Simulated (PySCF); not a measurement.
Computed IR spectrum (relative IR intensity) of a molecule CH8O2Si2. Coordinates come from a PBE-D3(BJ)/def2-SVP optimisation. Other conformers were not sampled. Calculation: PBE-D3(BJ)/def2-SVP (PySCF). Frequencies are harmonic and unscaled.

Lines under 2 % of the strongest are left out, and lines within 2 cm⁻¹ are merged.

```
ν (cm⁻¹)  relative intensity
--------  ------------------
330                       36
482                      2.6
710                       12
723                       16
826                      9.1
870                      100
912                       15
916                      8.1
923                       45
967                       52
1026                      19
1051                      94
1108                     4.0
1332                     6.1
2128                      27
2154                     7.3
2160                      34
2164                      41
2187                      26
2918                     8.5
3026                     2.1
3694                     5.7
```

Which molecule gave these data?
A) OC[SiH2]O[SiH3]
B) CO[SiH2]O[SiH3]
C) O[SiH2][C@H](O)[SiH3]
D) O[SiH2]OC[SiH3]

A, OC[SiH2]O[SiH3]
